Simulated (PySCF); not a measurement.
AlFCl2, SMILES [Cl][Al]([Cl])[F]. Geometry optimised at PBE0-D3(BJ)/def2-SVP.

All values below come from PBE0-D3(BJ)/def2-SVP in PySCF.

Harmonic wavenumbers (cm⁻¹): 151, 206, 233, 442, 653, 913. Rotational constants (GHz): 4.587, 2.178, 1.477; symmetry number 2.

**Question.** Work out the zero-point energy and the ideal-gas rigid-rotor harmonic-oscillator thermochemistry at 298.15 K and 1 atm.

**Answer.** ZPE = ½ Σ hcν = ½ × 2599 cm⁻¹ = 15.55 kJ/mol. H − E(el) = 31.13 kJ/mol. Entropy in J/(mol K): translation 168.13, rotation 109.21, vibration 33.08, total 310.42. G − E(el) = -61.42 kJ/mol. Cp = 68.00 J/(mol K).
